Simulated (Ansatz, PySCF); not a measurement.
Breaking the Cd1–H2 bond in CdH2O (SMILES [OH][CdH]) (multiplicity 1 held, fragments rigid). Energies count from the point at 1.644 Å.
Geometry at that point (charge 0, multiplicity 1):
```json
[
 {"atom": "Cd", "x (Å)": "-0.2673", "y (Å)": "-0.0991", "z (Å)": "-0.0305"},
 {"atom": "H", "x (Å)": "-1.7878", "y (Å)": "-0.6990", "z (Å)": "-0.2066"},
 {"atom": "O", "x (Å)": "1.6116", "y (Å)": "0.5006", "z (Å)": "0.1771"},
 {"atom": "H", "x (Å)": "1.7266", "y (Å)": "1.4525", "z (Å)": "0.2546"}
]
```

Unrestricted levels (U-) break spin symmetry where that is lower. Active spaces are followed from a long bond inwards. Curves can end on different states.

Cores are frozen in the correlated methods. Rows in LANL2DZ carry no dispersion term and start afresh at each structure. LANL2DZ brings its own core potentials from Na on.

The values were computed with Ansatz (an electronic-structure program); PySCF for LANL2DZ rows. Values without a source in brackets are computed. In def2 rows elements past Kr take small-core potentials, without spin–orbit coupling.

Energies in kJ/mol.

| R (Å) | U-HF/def2-TZVPP | R-B3LYP/LANL2DZ | U-MP2/def2-TZVPP | FIC-MRCISD on CASSCF(2,2)/def2-TZVPP | FIC-MRCISD+Q on CASSCF(2,2)/def2-TZVPP |
|---|---|---|---|---|---|
| 1.315 | 134 | 157 | 100 | 117 | 113 |
| 1.480 | 31 | 42 | 15 | 24 | 22 |
| 1.644 | 0 | 0 | 0 | 0 | 0 |
| 1.808 | 8 | -2 | 20 | 12 | 14 |
| 1.973 | 37 | 17 | 56 | 41 | 45 |
| 2.219 | 96 | 64 | 123 | 97 | 102 |
| 2.466 | 151 | 118 | 204 | 151 | 158 |
| 2.877 | 194 | 203 | 268 | 223 | 232 |
| 3.288 | 210 | 272 | 290 | 267 | 277 |
| 3.781 | 216 | 334 | 298 | 291 | 300 |
| 4.439 | 218 | 387 | 300 | 300 | 309 |
| 5.261 | 218 | 422 | 301 | 302 | 311 |

Doubts at one or more of the structures used: a spin-contaminated determinant (U-HF/def2-TZVPP, U-MP2/def2-TZVPP).
